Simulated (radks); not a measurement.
Results of a calculation; reference values are marked as such.
Ionisation of the aluminium ion Al3+, [Ne], to [He] 2s2 2p5 as the strength of local exchange is varied. Code: a radial shooting solver on a logarithmic mesh with Libxc functionals. Model: non-relativistic Kohn-Sham, Slater X-alpha exchange (alpha = 2/3 is LDA exchange), no correlation, spin-polarised, spherical densities, point nucleus.

alpha = 0.655: E(Al3+) (hartree) -238.21735; exchange (hartree) -15.56242; IE (eV) 117.74; -e of the level emptied (eV) 101.67 (2p); <r> of it (bohr) 0.6004
alpha = 0.667: E(Al3+) (hartree) -238.50260; exchange (hartree) -15.86241; IE (eV) 118.24; -e of the level emptied (eV) 102.17 (2p); <r> of it (bohr) 0.5994
alpha = 0.818: E(Al3+) (hartree) -242.11482; exchange (hartree) -19.68293; IE (eV) 124.64; -e of the level emptied (eV) 108.51 (2p); <r> of it (bohr) 0.5879
alpha = 0.904: E(Al3+) (hartree) -244.19105; exchange (hartree) -21.89666; IE (eV) 128.36; -e of the level emptied (eV) 112.21 (2p); <r> of it (bohr) 0.5816
alpha = 0.96: E(Al3+) (hartree) -245.55039; exchange (hartree) -23.35290; IE (eV) 130.82; -e of the level emptied (eV) 114.65 (2p); <r> of it (bohr) 0.5776

NIST Atomic Spectra Database: 119.99 eV (measured). The Delta-SCF value meets it near alpha = 0.71. Open shells are spherical and high-spin; term and fine-structure splittings are not resolved.
